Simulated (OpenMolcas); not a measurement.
An atom or ion with 7 electrons was computed by SS-CASPT2, IPEA 0.25 Eh, imaginary shift 0.1 Eh with spin-orbit coupling (OpenMolcas, ANO-RCC-VTZP, DKH2). The lowest levels that the run gave, each within 12 % of the measured value where one is at hand:

```
  J  Parity  E (cm-1)      g
3/2     odd       0.0  2.002
3/2     odd     19720  0.800
5/2     odd     19720  1.200
3/2     odd     29190  1.334
1/2     odd     29190  0.666
5/2    even     88490  1.601
3/2    even     88560  1.735
1/2    even     88590  2.671
```

Task: Which ion is it, and what are the configurations and terms?

Result: N (Z = 7, neutral; active space 5 electrons in 4 orbitals (2s 2p)). J, parity and g give the terms where levels are pure, and mixed ones are named by the computed weights; the size of the splittings, set against known spectra of the 7-electron sequence, gives the charge. In order, with the measured energies in cm-1 (NIST Handbook of Basic Atomic Spectroscopic Data): 2s2 2p3 4S* 3/2, 2s2 2p3 2D* 3/2 (19233), 2s2 2p3 2D* 5/2 (19224), 2s2 2p3 2P* 3/2 (28839), 2s2 2p3 2P* 1/2 (28839), 2s 2p4 4P 5/2 (88107), 2s 2p4 4P 3/2 (88151), 2s 2p4 4P 1/2 (88171).

Term energies are means over components that CASPT2 splits; among the terms shown or strongly mixed into the levels shown the widest spread is 88 cm-1 (2s2 2p3 2D*). Measured partners are found by configuration, term and J. A level has none where our copy of the source lacks it or the pairing is in doubt (some pairs that miss far off the trend of their configuration count as doubtful), and it then counts in no deviation. Levels of configurations outside the active space are missing.

* marks odd parity.
